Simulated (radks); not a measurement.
Question: Sn12+, configuration [Kr] 4d2 (the NIST ground configuration). Method: Dirac Kohn-Sham, Wu-Cohen GGA, spin-unpolarised, spherical densities, finite nucleus; open shells are shared between the two j in proportion to 2j + 1; Fermi nuclear charge, rms radius 4.6519 fm; computed with a radial shooting solver on a logarithmic mesh with Libxc functionals. Some entries of the table are withheld. Estimate them.

orbital  occ.  eigenvalue (eV)  <1/r> (bohr^-1)  <r^2> (bohr^2)
1s1/2       2        -29248.74            53.07             (1)
2s1/2       2        -4635.953            12.31         0.01851
2p1/2       2        -4348.717            12.29             (2)
2p3/2       4        -4118.017            11.45             (3)
3s1/2       2        -1096.702            4.366          0.1308
3p1/2       2              (4)            4.277          0.1254
3p3/2       4              (5)            4.070          0.1338
3d3/2       4        -732.0426            3.921          0.1141
3d5/2       6        -723.2112            3.868          0.1166
4s1/2       2        -364.1686            1.826          0.6671
4p1/2       2        -322.8095              (6)          0.7149
4p3/2       4        -313.4956              (7)          0.7520
4d3/2     0.8        -245.1942            1.512          0.8718
4d5/2     1.2        -243.5185            1.498          0.8841

Answer: 
(1) 1s1/2 <r^2> (bohr^2): 0.001143
(2) 2p1/2 <r^2> (bohr^2): 0.01375
(3) 2p3/2 <r^2> (bohr^2): 0.01505
(4) 3p1/2 eigenvalue (eV): -980.1341
(5) 3p3/2 eigenvalue (eV): -937.6209
(6) 4p1/2 <1/r> (bohr^-1): 1.740
(7) 4p3/2 <1/r> (bohr^-1): 1.680
